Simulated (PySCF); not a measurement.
Computed Raman spectrum (relative Raman activity) of a molecule C3H6FNSi. Geometry: PBE0-D3(BJ)/def2-SVP. Other conformers were not sampled. Calculation: PBE0-D3(BJ)/def2-SVP (PySCF). Frequencies are harmonic and unscaled.

Lines under 2 % of the strongest are left out, and lines within 2 cm⁻¹ are merged.

ν (cm⁻¹): 666 (vw), 791 (w), 879 (vw), 888 (vw), 1084 (w), 1140 (vw), 1203 (vw), 1410 (vw), 1467 (w), 1660 (w), 2270 (s), 2997 (vs), 3030 (s), 3182 (s), 3234 (s), 3701 (s) (against the strongest line: vs over 80 %, s over 45 %, m over 15 %, w over 4 %, vw less)

Pick the molecule that these values belong to.
A) C[C@](F)([SiH3])C#N
B) F[Si@H]1C=CCN1
C) NCC#C[SiH2]F
D) N#CC[C@@H](F)[SiH3]

B, F[Si@H]1C=CCN1
